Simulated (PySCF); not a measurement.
Computed shifts of a molecule C₂H₇NSi₂, PBE/pcSseg-1 in PySCF, GIAO, gas phase, equivalent atoms averaged, in ppm (number of nuclei): ²⁹Si: -5.3 (1), -64.6 (1). ¹³C: 192.6 (1), 50.1 (1). ¹⁵N: 546.3 (1). ¹H: 8.93 (1), 6.72 (1), 6.59 (1), 4.47 (3), 4.14 (1). References: ²⁹Si against TMS (σ = 335.4 ppm); ¹³C against TMS (σ = 182.0 ppm); ¹⁵N against NH3 (σ = 267.0 ppm); ¹H against TMS (σ = 31.49 ppm), references at their B3LYP-D3(BJ)/def2-TZVP geometries, non-relativistic. The structure is a stationary point at B3LYP-D3(BJ)/def2-SVP. Other conformers were not sampled.

Identify the compound among the candidates.
(A) C1=N[SiH2]C[SiH2]1
(B) [SiH3][C@H]1N=C[SiH2]1
(C) C#C[SiH2][SiH2]N
(D) C1=C[SiH2]N[SiH2]1

B, [SiH3][C@H]1N=C[SiH2]1
